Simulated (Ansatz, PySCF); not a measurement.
This Ansatz (a quantum-chemistry and plane-wave program) input computes a BLYP/def2-TZVPD energy:

Ansatz 0.2 input:
```yaml
crystal:
  periodic: [false, false, false]
  atoms:
    - {symbol: H, position_ang: [-0.00000000, -0.00000000, -1.39203139]}
    - {symbol: O, position_ang: [-0.00000000, -0.00000000, -0.39505569]}
    - {symbol: C, position_ang: [0.00000000, 0.00000000, 0.75874615]}
basis:
  gaussian:
    orbitals: def2-TZVPD
hamiltonian:
  xc: {name: BLYP}
total_charge: 1
output: {forces: true}
```

Problem. Write an input for the same energy in PySCF and say what it gives.

Solution. 
```python
from pyscf import gto, scf, dft

mol = gto.M(
    atom='''
    H    -0.00000000   -0.00000000   -1.39203139
    O    -0.00000000   -0.00000000   -0.39505569
    C     0.00000000    0.00000000    0.75874615
    ''',
    basis='def2-tzvpd',
    charge=1,
    spin=0,
    verbose=4,
)

mf = dft.RKS(mol, xc='blyp').density_fit(auxbasis='def2-universal-jkfit')
mf.grids.level = 3
mf.conv_tol = 1e-9
mf.max_cycle = 100
mf.max_memory = 1500
mf.kernel()
if not mf.converged:
    mf = mf.newton()
    mf.kernel(mf.make_rdm1())
mf.analyze()
```
It gives -113.51949 Eh, and Ansatz -113.51947 Eh, a difference of 0.02 mEh, from the treatment of integrals and grids.

It need not be the lowest isomer of its formula.
